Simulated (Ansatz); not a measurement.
Program: Ansatz. Geometries: PBE0-D4/def2-TZVP. ΔE: electronic, gas phase. CBS: MP2 limit from def2 TZ/QZ plus the TZ coupled-cluster correction, frozen cores. This one scheme is used for every species. DFT in def2-TZVPP. B3LYP here is the variant with VWN-RPA as its local correlation; programs differ in this. HSE06 is defined as in plane-wave codes.

Reaction (ligand exchange at the Si–C bond): `C#C[Si](C)(F)F` + HCl → `C#C[Si](F)(F)Cl` + CH₄

```tsv
level	ΔE (kJ/mol)	difference from CCSD(T)/CBS
LDA (SPW92)	-84.3	5.6
PBE-D4	-88.8	1.1
BLYP-D4	-91.4	-1.5
r2SCAN-D4	-94.2	-4.3
B97M-V	-97.2	-7.3
PBE0-D4	-89.3	0.6
B3LYP-D4	-91.6	-1.7
r2SCANh-D4	-93.8	-3.9
r2SCAN0-D4	-93.3	-3.4
HSE06-D4	-89.5	0.4
BHLYP-D4	-93.7	-3.8
CAM-B3LYP-D4	-89.5	0.4
ωB97X-V	-89.5	0.4
ωB97M-V	-90.0	-0.1
B2PLYP	-92.6	-2.7
PBE-QIDH	-91.5	-1.6
PBE	-88.8	1.1
revPBE	-89.8	0.1
BLYP	-91.1	-1.2
r2SCAN	-94.4	-4.5
PBE0	-89.3	0.6
B3LYP	-91.3	-1.4
r2SCANh	-94.0	-4.1
HSE06	-89.5	0.4
BHLYP	-92.7	-2.8
CAM-B3LYP	-89.5	0.4
LC-ωPBE	-86.7	3.2
RPA@PBE/def2-TZVPP	-84.3	5.6
HF/def2-SVP	-91.1	-1.2
MP2/def2-SVP	-91.9	-2.0
CCSD/def2-SVP	-87.7	2.2
CCSD(T)/def2-SVP	-87.9	2.0
HF/def2-TZVPP	-95.6	-5.7
MP2/def2-TZVPP	-93.2	-3.3
CCSD/def2-TZVPP	-87.2	2.7
CCSD(T)/def2-TZVPP	-87.7	2.2
HF/def2-QZVPP	-96.0	-6.1
MP2/def2-QZVPP	-94.6	-4.7
SCS-MP2/def2-QZVPP	-93.8	-3.9
MP2/CBS(def2)	-95.5	-5.6
CCSD(T)/CBS	-89.9	0
```

Largest T1 diagnostic among the species: 0.012.

Leaving LDA and LC-ωPBE aside and taking each functional with its dispersion term where it has one, the values spread over 8.3 kJ/mol, from B97M-V to PBE-D4. LDA lies +4.5 kJ/mol from PBE without D4.

CCSD(T)/CBS has its own doubt, a few kJ/mol and more with outer-core shells, so smaller differences from it don't rank the levels.
